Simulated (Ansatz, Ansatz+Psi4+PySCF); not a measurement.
```yaml
atoms:
  - { symbol: Ni, position_ang: [0.0000, 0.0000, 0.0000] }
  - { symbol: H, position_ang: [0.0000, 0.0000, 1.4750] }
```

Basis set: cc-pVTZ (spherical functions). Charge 0, multiplicity 2.

Computed with Ansatz (development build ahead of 0.2.0); each method stands on the lowest determinant of its kind that the runs found.

Give the atomization energy at this shape (free ground-state atoms in the same class of orbitals less the molecule, no zero-point energy) of doublet NiH by ROHF, UHF.

```json
{"method": "ROHF", "atomization energy": "0.09 eV"}
{"method": "UHF", "atomization energy": "0.96 eV"}
```

Caution: another spin multiplicity may lie lower; the determinant may break the point group. Caution for ROHF: an unrestricted determinant lies well below. Caution for UHF: the unrestricted determinant is a mixture of spin states.
